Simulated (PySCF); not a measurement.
This PySCF input asks for the NMR shieldings of SMILES CCP(CCP)C(C)C, C7H18P2; the geometry comes from PBE0-D3(BJ)/def2-SVP.

```python
import basis_set_exchange as bse
import numpy as np
from pyscf import gto, dft
from pyscf.prop import nmr

atoms = """
C    -2.300591   -2.024644   -0.727314
C    -1.000509   -1.289153   -1.022953
P    -0.356158   -0.276048    0.406241
C     1.422784   -0.138481   -0.133118
C     2.242287   -1.372734    0.223008
P     4.039671   -1.142269   -0.231622
C    -0.934541    1.444051   -0.068370
C    -2.454271    1.500630   -0.178202
C    -0.428067    2.460960    0.949514
H    -2.615423   -2.638189   -1.586358
H    -3.123950   -1.332620   -0.496060
H    -2.185605   -2.691685    0.140874
H    -0.210842   -2.024305   -1.252797
H    -1.093079   -0.648738   -1.918338
H     1.851568    0.745831    0.366659
H     1.464520    0.062416   -1.219621
H     2.206845   -1.539466    1.312449
H     1.828601   -2.277137   -0.250346
H     3.891152   -1.319028   -1.643699
H     4.460652   -2.493813   -0.027552
H    -0.499942    1.678395   -1.058512
H    -2.933470    1.179503    0.761474
H    -2.786501    2.531138   -0.384529
H    -2.837856    0.864365   -0.989002
H    -0.844381    2.254963    1.948835
H     0.668828    2.459963    1.038858
H    -0.732278    3.480690    0.661890
"""
names = dict.fromkeys(["C", "P", "H"], "pcSseg-1")
basis = {el: gto.basis.parse(bse.get_basis(n, elements=[el], fmt="nwchem")) for el, n in names.items()}
mol = gto.M(atom=atoms, basis=basis, charge=0, verbose=0)
mf = dft.RKS(mol, xc="PBE0")
mf.grids.level = 2
mf.grids.alignment = dft.numint.BLKSIZE   # the property module wants whole blocks of grid points
mf.conv_tol = 1e-9
mf.kernel()

calc = nmr.RKS(mf)   # GIAO
C = mf.mo_coeff
Co = C[:, mf.mo_occ > 0]
resp = mf.gen_response(singlet=True, hermi=2)
def vind(x):   # induced exchange potential for any number of trial vectors
    d = np.einsum("pi,xij,qj->xpq", C, 2 * x.reshape(-1, C.shape[1], Co.shape[1]), Co, optimize=True)
    return np.einsum("xpq,pi,qj->xij", resp(d - d.transpose(0, 2, 1)), C, Co, optimize=True).ravel()
mo1, _ = nmr.rhf.solve_mo1(calc, with_cphf=vind)
sigma = calc.kernel(mo1)
for i, s in enumerate(sigma):   # ppm
    print("%2d %-2s %9.2f" % (i, mol.atom_pure_symbol(i), np.trace(s) / 3))
```

Task: What are the results?

Result: 
```
 0 C     168.66
 1 C     159.72
 2 P     332.79
 3 C     153.73
 4 C     170.22
 5 P     473.30
 6 C     149.72
 7 C     163.27
 8 C     162.75
 9 H      29.96
10 H      30.26
11 H      30.15
12 H      30.20
13 H      30.13
14 H      29.87
15 H      30.49
16 H      30.22
17 H      29.35
18 H      28.43
19 H      27.90
20 H      30.21
21 H      30.49
22 H      30.15
23 H      30.05
24 H      30.42
25 H      30.06
26 H      30.19
```

These numbers come from an equivalent density-fitted implementation of the same equations, which agrees with the script to about 0.01 ppm for H and up to a few tenths of a ppm for heavy atoms, so last digits may differ.

Size and cost of the density-fitted run: 257 basis functions, 67 s wall time on 1 thread of an Arm Neoverse V1, shared host; peak memory 1.2 GiB.
